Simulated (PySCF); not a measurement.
**A thermochemical cycle for MgHg**

r²SCAN in PySCF with def2-SVP on every atom (core potentials on Hg), for the lowest determinant that a PBE0 search found; no spin–orbit coupling. MgHg, a singlet (closed shell), has De = 0.07 eV to neutral atoms, and MgHg⁺, a doublet (σ ↑), has De = 0.73 eV to Mg⁺ + Hg.

At the same level the Mg atom ionises at 7.37 eV.

Problem. What is the adiabatic ionisation energy of the molecule, and does ionisation strengthen or weaken the bond?

Solution. IE = IE(Mg) + De(neutral) − De(ion) = 7.37 + 0.07 − 0.73 = 6.71 eV. De changes by +0.66 eV, so ionisation strengthens the bond.

Closed-shell solutions of metal pairs were not tested for spin polarisation, which can lower them a little. Weak bonds: MgHg. Basis-set superposition, not corrected here, can be much of De in a small basis, most of all at correlated wavefunction levels. Spin–orbit coupling is left out. For an ion De counts to the pair picked by the measured ionisation energies or electron affinities, which need not be the lowest pair at this level. States were picked by a PBE0 search and need not be the measured ground states.
